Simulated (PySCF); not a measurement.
Compound: InH3.
Hydrogens: H2, H3, H4 on In1.

A GFN2-xTB structure was refined with PBE0-D3(BJ)/def2-SVP geometry optimisation, gas phase, def2 core potentials past Kr (PySCF). Its GFN2-xTB values:

```json
{"coordinate": "In1–H2", "GFN2-xTB": "1.640 Å"}
{"coordinate": "In1–H3", "GFN2-xTB": "1.841 Å"}
{"coordinate": "H2–In1–H3", "GFN2-xTB": "120.1°"}
```

Q: How do these coordinates change at the PBE0-D3(BJ)/def2-SVP level?

A: 
```json
{"coordinate": "In1–H3", "PBE0-D3(BJ)/def2-SVP (Å or °)": "1.734", "change": "-0.107"}
{"coordinate": "In1–H2", "PBE0-D3(BJ)/def2-SVP (Å or °)": "1.733", "change": "+0.093"}
{"coordinate": "H2–In1–H3", "PBE0-D3(BJ)/def2-SVP (Å or °)": "119.9", "change": "-0.2"}
```

The energy falls by 0.191 eV over 7 energy and gradient evaluations, the largest force component goes from 0.0398 to 1.8e-04 Eh/bohr, and the atoms move by 0.066 Å rms after alignment. Among the bonds, In1–H3 and In1–H4 change most and about equally (-0.107 to +0.106 Å). Bonds longer at the end by more than 0.005 Å: 2 of 3; shorter: 1. Rotational constants go from 122535, 108166, 57475 to 111460, 111054, 55628 MHz.

The run used 41 basis functions and 36 SCF cycles in all.

No PBE0-D3(BJ)/def2-SVP frequencies stand behind this structure, so it isn't proved a minimum.
